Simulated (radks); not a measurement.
Problem. Charge is removed step by step from the 3d (averaged over the sub-levels emptied) level of Rb, starting from [Kr] 5s1. Code: a radial shooting solver on a logarithmic mesh with Libxc functionals. Model: Dirac Kohn-Sham, PBE, spin-unpolarised, spherical densities, point nucleus. At the starting occupation the eigenvalue is -103.90 eV. Estimate the energy to remove one whole electron from this level, the eigenvalue at the end, and how far E(n) bends from a straight line.

Solution. Delta-SCF 117.24 eV; final eigenvalue -131.14 eV; the deviation from the straight line is -3.407 eV at 0.5 electron removed, the largest on the grid computed. Slater's transition state (half an electron removed) gives 117.10 eV. Integrating minus the eigenvalue over the occupation (Janak's theorem) gives 117.24 eV. The mean slope of the eigenvalue, de/dn, is 27.2 eV per electron.
